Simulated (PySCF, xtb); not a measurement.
TeCl3, SMILES Cl[Te](Cl)Cl, multiplicity 2.

Harmonic wavenumbers (cm⁻¹) from GFN2-xTB (xtb) at its own minimum, in rising order: 81, 87, 137, 264, 288, 364.

**Question.** What does B3LYP-D3(BJ)/def2-SVP (PySCF 2.14.0) give at its own minimum? (An estimate is asked for; the answer gives what the named calculation found.)

**Answer.** 59, 82, 132, 295, 309, 364. Paired by order, the mean absolute difference is 14 cm⁻¹ and the zero-point energies are 1.7 and 1.8 kcal/mol.
